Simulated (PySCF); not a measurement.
**Working out the ionisation energy of Hg**

Hg [Xe] 4f14 5d10 6s2 (1S) → Hg⁺ [Xe] 4f14 5d10 6s1 (2S). All numbers are calculated (PySCF 2.14, scalar relativity by spin-free X2C-1e, in ANO-RCC-VTZP (8s7p5d3f1g, 84 functions)). Frozen: [Kr] 4d10 4f14. Energies in hartree (1 hartree = 27.21139 eV):

| part | Hg (lower) | Hg⁺ (upper) |
| --- | --- | --- |
| UHF | -19619.186780 | -19618.874433 |
| CCSD correlation | -0.599243 | -0.539046 |
| (T) | -0.021037 | -0.015311 |

Task: What does Hartree-Fock give?

Result: (-19618.874433) − (-19619.186780) = 0.312347 hartree = 8.499 eV.

Task: What do CCSD and CCSD(T) give?

Result: The CCSD correlation energies differ by 0.060197 hartree = 1.638 eV and the triples by 0.005726 hartree = 0.156 eV, so CCSD gives 10.137 eV and CCSD(T) 10.293 eV.

Measured between the centres of the two terms (NIST): 10.438 eV, so CCSD(T) (valence and next inner shell) is off by -0.145 eV.

What remains against the reference includes basis incompleteness, the frozen core and higher excitations.
